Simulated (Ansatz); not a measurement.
## Nudged elastic band run: C$_{2}$H$_{4}$Zn

Input:

```yaml
crystal:
  periodic: [false, false, false]
  atoms:
    - { symbol: C, position_ang: [-0.74577, 0.458983, -0.546325] }
    - { symbol: C, position_ang: [0.311481, 0.417167, 0.266011] }
    - { symbol: Zn, position_ang: [1.362304, -2.700776, 0.793483] }
    - { symbol: H, position_ang: [-1.768979, 0.401284, -0.162322] }
    - { symbol: H, position_ang: [-0.633858, 0.544297, -1.631836] }
    - { symbol: H, position_ang: [0.200667, 0.33481, 1.351709] }
    - { symbol: H, position_ang: [1.335355, 0.476335, -0.11632] }
basis:
  gaussian: { orbitals: def2-SVP }
hamiltonian:
  xc: b3lyp
  dispersion: d4
neb:
  order_check: false
  images: 7
  f_tol: 0.05
  max_iterations: 60
  final_atoms:
    - { symbol: C, position_ang: [-0.54210082, 0.37111578, -0.12794776] }
    - { symbol: C, position_ang: [0.65213339, -0.23154311, 0.5481932] }
    - { symbol: Zn, position_ang: [0.97390819, -2.230367, 0.25237147] }
    - { symbol: H, position_ang: [-1.49664392, -0.11626673, 0.13048496] }
    - { symbol: H, position_ang: [-0.50293708, 0.51632809, -1.22608832] }
    - { symbol: H, position_ang: [-0.58639303, 1.40235465, 0.28965243] }
    - { symbol: H, position_ang: [1.56323327, 0.22047832, 0.08773402] }
  initial_path:
    images:
      - { positions_ang: [[-0.74577, 0.458983, -0.546325], [0.311481, 0.417167, 0.266011], [1.362304, -2.700776, 0.793483], [-1.768979, 0.401284, -0.162322], [-0.633858, 0.544297, -1.631836], [0.200667, 0.33481, 1.351709], [1.335355, 0.476335, -0.11632]] }
      - { positions_ang: [[-0.69885838, 0.42285162, -0.47872379], [0.424511, 0.31929036, 0.2674666], [1.11843191, -2.50282914, 0.66798857], [-1.64687609, 0.21482155, -0.09420084], [-0.62213363, 0.48046942, -1.57503235], [0.10601841, 0.43434275, 1.25677284], [1.38010679, 0.56315343, -0.08987101]] }
      - { positions_ang: [[-0.65194676, 0.38672025, -0.41112259], [0.537541, 0.22141372, 0.26892219], [0.87455982, -2.30488227, 0.54249413], [-1.52477319, 0.02835909, -0.02607969], [-0.61040926, 0.41664185, -1.5182287], [0.01136982, 0.5338755, 1.16183668], [1.42485858, 0.64997186, -0.06342202]] }
      - { positions_ang: [[-0.60503515, 0.35058887, -0.34352138], [0.65057099, 0.12353708, 0.27037779], [0.63068773, -2.10693541, 0.4169997], [-1.40267028, -0.15810336, 0.04204147], [-0.59868489, 0.35281427, -1.46142505], [-0.08327877, 0.63340825, 1.06690052], [1.46961036, 0.73679029, -0.03697304]] }
      - { positions_ang: [[-0.55812353, 0.3144575, -0.27592017], [0.76360099, 0.02566044, 0.27183338], [0.38681565, -1.90898854, 0.29150527], [-1.28056737, -0.34456581, 0.11016262], [-0.58696052, 0.28898669, -1.4046214], [-0.17792736, 0.73294101, 0.97196436], [1.51436215, 0.82360872, -0.01052405]] }
      - { positions_ang: [[-0.55411785, 0.32862207, -0.23892707], [0.73573409, -0.03864045, 0.34092334], [0.53358878, -1.98933316, 0.28172182], [-1.33458651, -0.28749104, 0.11524321], [-0.56595466, 0.34582204, -1.35998813], [-0.28004378, 0.90029442, 0.80138638], [1.52657993, 0.67282612, 0.01404047]] }
      - { positions_ang: [[-0.55011217, 0.34278664, -0.20193397], [0.70786719, -0.10294134, 0.41001329], [0.68036192, -2.06967777, 0.27193837], [-1.38860565, -0.23041627, 0.12032379], [-0.5449488, 0.40265739, -1.31535486], [-0.3821602, 1.06764783, 0.63080839], [1.53879771, 0.52204352, 0.03860499]] }
      - { positions_ang: [[-0.5461065, 0.35695121, -0.16494087], [0.68000029, -0.16724223, 0.47910325], [0.82713505, -2.15002238, 0.26215492], [-1.44262478, -0.1733415, 0.12540438], [-0.52394294, 0.45949274, -1.27072159], [-0.48427661, 1.23500124, 0.46023041], [1.55101549, 0.37126092, 0.0631695]] }
      - { positions_ang: [[-0.54210082, 0.37111578, -0.12794776], [0.65213339, -0.23154311, 0.5481932], [0.97390819, -2.230367, 0.25237147], [-1.49664392, -0.11626673, 0.13048496], [-0.50293708, 0.51632809, -1.22608832], [-0.58639303, 1.40235465, 0.28965243], [1.56323327, 0.22047832, 0.08773402]] }
```

Launched with:

```bash
$ ansatz run input.yaml --threads 1 --pin off --max-ram 2048MiB --backend cpu --events-out ev --progress --plain --runs-dir out
```

Output, in part (warnings, iteration lines, the closing report on the highest movable image, with atoms numbered from 0):

```
NEB end point (image 0): max|allowed force component| = 8.357e-3 eV/Å (the criterion of neb.relax_end_points is 1.000e-2)
NEB end point (image 8): max|allowed force component| = 5.360e-3 eV/Å (the criterion of neb.relax_end_points is 1.000e-2)
NEB iter   1: max|band force component| = 4.620e0 eV/Å  barrier→ = 5.1263 eV  barrier← = 2.6967 eV  Δτ_max = 0.1996 Å  (282 SCF iters)
NEB iter   2: max|band force component| = 4.045e0 eV/Å  barrier→ = 4.0315 eV  barrier← = 1.6019 eV  Δτ_max = 0.1992 Å  (234 SCF iters)
NEB iter   3: max|band force component| = 5.730e0 eV/Å  barrier→ = 3.6411 eV  barrier← = 1.2115 eV  Δτ_max = 0.0996 Å  (243 SCF iters)
NEB iter   4: max|band force component| = 2.345e0 eV/Å  barrier→ = 3.3240 eV  barrier← = 0.8943 eV  Δτ_max = 0.1964 Å  (239 SCF iters)
NEB iter   5: max|band force component| = 1.071e0 eV/Å  barrier→ = 3.2243 eV  barrier← = 0.7947 eV  Δτ_max = 0.1967 Å  (235 SCF iters)
NEB iter   6: max|band force component| = 7.209e-1 eV/Å  barrier→ = 3.1699 eV  barrier← = 0.7402 eV  Δτ_max = 0.1934 Å  (231 SCF iters)
NEB iter   7: max|band force component| = 5.707e-1 eV/Å  barrier→ = 3.1153 eV  barrier← = 0.6856 eV  CI = image 5  Δτ_max = 0.1297 Å  (225 SCF iters)
NEB iter   8: max|band force component| = 1.415e-1 eV/Å  barrier→ = 3.1502 eV  barrier← = 0.7205 eV  CI = image 5  Δτ_max = 0.0391 Å  (232 SCF iters)
NEB iter   9: max|band force component| = 1.089e-1 eV/Å  barrier→ = 3.1468 eV  barrier← = 0.7171 eV  CI = image 5  Δτ_max = 0.0280 Å  (232 SCF iters)
NEB iter  10: max|band force component| = 1.226e-1 eV/Å  barrier→ = 3.1450 eV  barrier← = 0.7154 eV  CI = image 5  Δτ_max = 0.0140 Å  (230 SCF iters)
NEB iter  11: max|band force component| = 1.374e-1 eV/Å  barrier→ = 3.1442 eV  barrier← = 0.7146 eV  CI = image 5  Δτ_max = 0.0070 Å  (192 SCF iters)
NEB iter  12: max|band force component| = 3.990e-2 eV/Å  barrier→ = 3.1440 eV  barrier← = 0.7143 eV  CI = image 5  Δτ_max = 0.0000 Å  (417 SCF iters)
Total energy: -50548.06480554 eV, -1857.6071188946 hartree
Atom 0 at    -0.616523     0.316287    -0.359073 Å, force     0.002752    -0.007475     0.000468 eV/Å
Atom 1 at     0.514752    -0.112296     0.373087 Å, force    -0.016077     0.006911    -0.005751 eV/Å
Atom 2 at     1.228900    -2.337806     0.668609 Å, force     0.001119    -0.009232     0.001423 eV/Å
Atom 3 at    -1.618054    -0.022061    -0.054341 Å, force     0.012360     0.002616    -0.001095 eV/Å
Atom 4 at    -0.593507     0.848614    -1.327697 Å, force    -0.004821    -0.000167     0.003201 eV/Å
Atom 5 at    -0.272449     0.895454     0.732031 Å, force    -0.004787     0.004996     0.003319 eV/Å
Atom 6 at     1.418081     0.343909    -0.078215 Å, force     0.009454     0.002352    -0.001565 eV/Å
Dipole moment:    -0.324650     0.522018    -0.208188 e Å
```

The run converged. A vibrational analysis at the climbing image gives one clearly imaginary mode, 1200i cm⁻¹: a first-order saddle point. The orbitals stay closed-shell, which can raise the energy where a bond breaks towards radicals; this wasn't checked here.

Final band (atoms are numbered from 1 in the order of the input):

```
image  path coordinate (Å)  energy (eV)  C2–H6 (Å)  C1–H6 (Å)  C2–Zn3 (Å)
    0                 0.00         0.00       1.09       2.12        3.33
    1                 0.32         0.04       1.09       2.10        3.04
    2                 0.65         0.45       1.08       1.98        2.85
    3                 0.98         1.38       1.09       1.79        2.67
    4                 1.30         2.55       1.15       1.55        2.51
    5                 1.63         3.14       1.33       1.28        2.36
    6                 2.03         2.77       1.71       1.14        2.15
    7                 2.43         2.48       1.97       1.12        2.06
    8                 2.84         2.43       2.07       1.11        2.05
```

The run took 4.2 min on 1 thread of Arm Neoverse V2, on a shared host, peak memory 0.17 GiB.
